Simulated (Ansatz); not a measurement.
This singlet lies 2.27 eV below the relaxed triplet at the level composite: frozen-core CCSD(T) with HF/cc-pV5Z and the correlation energy extrapolated as X^-3 from cc-pVQZ and cc-pV5Z, plus full CI minus CCSD(T) in cc-pVDZ // B3LYP-D3(BJ)/def2-TZVP (Ansatz, a quantum-chemistry and plane-wave program).

A geometry relaxed with B3LYP-D3(BJ)/def2-TZVP run with Ansatz, charge 1, multiplicity 1:

```xyz
2

Si     0.7575     0.0000     0.0000
H     -0.7575     0.0000     0.0000
```

Q: Write the SMILES of this molecule.

A: `[SiH+]`
